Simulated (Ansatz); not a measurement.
Total energies of `C[O][Sn]([Cl])([Cl])[O]C`.

```xyz
13

C    -1.4175   -1.7069    1.2042
O    -0.7684   -0.4705    0.9754
Sn   -0.4624    0.1649   -0.8270
Cl    0.7015   -1.4584   -1.9864
Cl   -2.4434    0.6112   -1.8906
O     0.5526    1.8022   -0.7352
C     1.8828    1.7798   -0.2461
H    -1.4302   -1.8707    2.2840
H    -0.8882   -2.5439    0.7352
H    -2.4528   -1.6983    0.8454
H     2.5233    1.1017   -0.8211
H     2.2779    2.7926   -0.3487
H     1.9248    1.4961    0.8109
```

Charge 0, multiplicity 1. Correlated methods freeze the filled d shell of Sn. Sn takes the def2 core potential. The geometry is a stationary point of PBE0-D4/def2-TZVP. It is one conformer, not always the lowest. Basis def2-TZVPP, the Gaussian-basis code of Ansatz.

RPA on PBE orbitals: Hartree–Fock energy of these orbitals -1361.43285 Eh, correlation -2.06444 Eh (frozen core).

```tsv
functional	kind	energy without D4 (Eh)	D4 term (kJ/mol)
PBE0	global hybrid, 25 % exact exchange	-1364.64183	-30.8
B3LYP	global hybrid, 20 %	-1365.30155	-56.9
```

Give the same for LDA (SPW92), PBE, revPBE, BLYP, r2SCAN, B97M-V, r2SCANh, r2SCAN0, HSE06 (plane-wave form), BHLYP, CAM-B3LYP, LC-ωPBE, ωB97X-V, ωB97M-V, B2PLYP, PBE-QIDH. (Estimate.)

Computed: 
| functional | kind | energy without D4 (Eh) | D4 term (kJ/mol) |
| --- | --- | --- | --- |
| LDA (SPW92) | LDA | -1360.06544 | – |
| PBE | GGA | -1364.54986 | -35.4 |
| revPBE | GGA | -1364.99536 | -90.8 |
| BLYP | GGA | -1365.06907 | -73.9 |
| r2SCAN | meta-GGA | -1365.09951 | -9.3 |
| B97M-V | meta-GGA with VV10 | -1364.92137 | – |
| r2SCANh | meta-GGA hybrid, 10 % | -1365.07099 | -10.0 |
| r2SCAN0 | meta-GGA hybrid, 25 % | -1365.03043 | -11.1 |
| HSE06 (plane-wave form) | screened hybrid | -1364.61362 | -29.2 |
| BHLYP | global hybrid, 50 % | -1365.00051 | -48.4 |
| CAM-B3LYP | range-separated hybrid | -1365.11707 | -32.1 |
| LC-ωPBE | long-range corrected hybrid | -1364.84513 | – |
| ωB97X-V | range-separated hybrid GGA with VV10 | -1364.97357 | – |
| ωB97M-V | range-separated hybrid meta-GGA with VV10 | -1365.02029 | – |
| B2PLYP | double hybrid | -1364.48604 | – |
| PBE-QIDH | double hybrid | -1364.16422 | – |

B3LYP takes the VWN-RPA correlation (the form of Gaussian; ORCA's B3LYP/G). HSE06 is the plane-wave form, built on full-range PBE exchange. The double hybrids freeze the cores in their second-order part.

LC-ωPBE has ω = 0.4 bohr⁻¹.
